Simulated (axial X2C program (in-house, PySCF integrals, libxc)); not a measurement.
**What spin–orbit coupling does to Sb₂⁺**

All values were computed with an in-house relativistic program for diatomic molecules. Spin-free means the one-electron spin-free X2C Hamiltonian; two-component (2c) means X2C with spin–orbit coupling and atomic mean-field two-electron Coulomb and Gaunt terms, so the difference of the two also holds small scalar two-electron terms. Basis: Sb dyall-cv3z [11s12p8d4f1g] (cores contracted in-house); Gaussian nuclei, density fitting, unrestricted open shells. Masses: Sb 120.904 u.

Spin-free state: M_S = 1/2, Λ = 1 (beyond evenly filled blocks: π+α, π+β, π-α); fragments Sb+ + Sb.

| level | Re (Å) | ωe (cm⁻¹) | De (eV) |
| --- | --- | --- | --- |
| BLYP | 2.640 | 231.3 | 3.781 |

Q: Within this multiplet, which Ω should lie lowest by the rule for regular and inverted multiplets?

A: The open π shell holds three electrons, one hole, so the multiplet is inverted: Ω = Λ + 1/2 = 3/2. The PBE0 2c search agrees.

Two-component determinant lowest at the distance of the search:

Ω = 3/2 (⟨Sz⟩ = 0.51, ⟨Lz⟩ = 0.99 at BLYP); fragments Sb+ + Sb.

```csv
level,Re (Å),ωe (cm⁻¹)
BLYP,2.647,226.2
```

Q: From the two tables, how do the constants change at the BLYP level (2c against spin-free)?

A: At the BLYP level Re rises by 0.007 Å and ωe goes down by 5.1 cm⁻¹.

Occupations by symmetry block were frozen at the best pattern of an incomplete PBE0 search. Dissociation energies refer to the lowest single-determinant-based atoms at the same level and basis. De is not given where an atomic determinant may have missed its ground term or J level, or where the truncated virtual space spoils (T). Density functionals use the spin component along the axis (collinear). The functionals have no current-density term, which raises determinants with orbital currents, atoms included. At some level and bond length an empty orbital lies below a filled one.
